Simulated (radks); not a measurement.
The numbers below are computed, except where a source is named.
Ionisation of the chlorine ion Cl+, [Ne] 3s2 3p4, to Cl2+, [Ne] 3s2 3p3, under several functionals. Dirac Kohn-Sham, spin-unpolarised, spherical densities, finite nucleus; open shells are shared between the two j in proportion to 2j + 1; a radial shooting solver on a logarithmic mesh with Libxc functionals.

functional                                      E(Cl+) (hartree)  Exc (hartree)  IE (eV)  -e(HOMO) (eV)  <r> HOMO (bohr)  IE error (eV)
RPBE                                                  -461.07090      -27.86739   25.432         19.361            1.710         +1.618
Wu-Cohen GGA                                          -460.64675      -27.43287   25.431         19.356            1.706         +1.618
LDA (Slater exchange, VWN5 correlation)               -459.61054      -26.36079   25.531         19.463            1.708         +1.718
SOGGA                                                 -460.11972      -26.88919   25.310         19.246            1.708         +1.496
exchange-only LDA                                     -458.32781      -25.04771   24.107         18.084            1.723         +0.294
BP86                                                  -461.15608      -27.95377   25.533         19.462            1.706         +1.719
LDA (Slater exchange, Perdew-Wang correlation)        -459.60474      -26.35473   25.527         19.460            1.708         +1.714
PBE                                                   -460.92437      -27.71562   25.447         19.377            1.709         +1.634

NIST Atomic Spectra Database: 23.814 eV (measured). Closest: exchange-only LDA. The Delta-SCF values span 1.43 eV, the total energies 2.83 hartree. The highest occupied level is 3p3/2. Spin polarisation and multiplet splitting are left out, so open shells lie too high by an amount that depends on their filling.

Beside tabulated values, note that spin-unpolarised runs miss the spin-polarisation part of the exchange energy of open shells.
